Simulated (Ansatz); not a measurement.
Compare A (`CN[SiH2]NC`) with its isomer B (`CC(N)N[SiH3]`).

Calculated with Ansatz (gas phase, PBE0-D4/def2-TZVP geometries, no zero-point term in ΔE). CCSD(T)/CBS is the MP2 limit (def2-TZVPP, def2-QZVPP) plus CCSD(T) − MP2 in def2-TZVPP, frozen cores. Functionals use def2-TZVPP. B3LYP here is the variant with VWN-RPA as its local correlation; programs differ in this. One conformer a species, not always the lowest.

A:

```xyz
15

C    -0.8342   -0.1362   -2.2709
N    -0.6483    0.4126   -0.9479
Si    0.8502    0.6031   -0.1443
N     0.6101    0.4299    1.5387
C     0.0540   -0.7368    2.1860
H    -1.7237   -0.7733   -2.3178
H     0.0252   -0.7597   -2.5277
H    -0.9267    0.6296   -3.0516
H    -1.4355    0.9445   -0.6112
H     1.7198   -0.4159   -0.8075
H     1.5232    1.9324   -0.2555
H     1.1234    1.0419    2.1516
H    -0.5591   -1.2877    1.4696
H    -0.5974   -0.4592    3.0210
H     0.8189   -1.4253    2.5675
```

B:

Z-matrix (Å, degrees):
```
C
C 1 1.519
H 1 1.096 2 110.1
H 1 1.091 2 110.7 3 119.1
H 1 1.091 2 110.8 3 -119.6
N 2 1.446 1 109.0 3 64.2
N 2 1.458 1 112.3 3 -63.0
H 2 1.097 1 108.5 3 -179.8
H 6 1.014 2 110.4 1 -54.8
H 6 1.013 2 109.8 1 -172.9
Si 7 1.718 2 123.7 1 -97.6
H 7 1.010 2 112.9 1 55.3
H 11 1.486 7 107.6 2 -172.3
H 11 1.496 7 115.6 2 67.3
H 11 1.488 7 108.3 2 -52.4
```

Problem. Which isomer does CCSD(T)/CBS put lower? Give the gap. (Estimate.)

Solution. The calculation gave: A, by 63.6 kJ/mol.

Problem. Give E(B) − E(A) in kJ/mol with ωB97M-V, PBE-D4, B3LYP, MP2/def2-TZVPP, B2PLYP, CCSD(T)/def2-TZVPP, HF/def2-TZVPP. (Estimate.)

Solution. Ansatz gave: ωB97M-V 64.2, PBE-D4 60.4, B3LYP 70.0, MP2/def2-TZVPP 63.2, B2PLYP 67.8, CCSD(T)/def2-TZVPP 60.9, HF/def2-TZVPP 71.4. None reverses the order clearly.

Largest T1 diagnostic: 0.010.

In def2-TZVPP, CCSD(T) changes the Hartree–Fock value by −10.6 kJ/mol (the triples alone add −2.2 kJ/mol) and MP2 by −8.3 kJ/mol.
